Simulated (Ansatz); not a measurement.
Correlation energies of CH8FNSi2 (`C[SiH](F)N[SiH3]`) by basis set

```xyz
13

C    -1.593   -0.911   -0.343
Si   -0.149   -0.949    0.814
F     0.733   -2.233    0.421
N     0.781    0.488    0.735
Si    1.211    1.474   -0.620
H    -2.259   -0.078   -0.107
H    -1.269   -0.809   -1.381
H    -2.162   -1.840   -0.260
H    -0.536   -1.146    2.232
H     1.250    0.722    1.600
H     2.682    1.491   -0.843
H     0.769    2.881   -0.430
H     0.541    0.910   -1.817
```

Total charge 0; spin multiplicity 1. All single points use the PBE0-D4/def2-TZVP geometry. It is one conformer, not always the lowest. Frozen core, restricted reference, Ansatz 0.2.0. CBS rows extrapolate triple and quadruple zeta; past MP2 they add the triple-zeta difference.

```json
{"basis": "def2-TZVPP", "HF (Eh)": "-774.53263", "MP2 corr.": "-0.88771"}
{"basis": "def2-QZVPP", "HF (Eh)": "-774.56110", "MP2 corr.": "-0.95757"}
```

(1) Estimate the CCSD correlation energy and the (T) correction in each basis where they were run (hartree).

Answers

(1) 
```tsv
basis	CCSD corr.	(T)
def2-TZVPP	-0.93880	-0.03174
CBS(def2)	-1.06040	as TZ
```
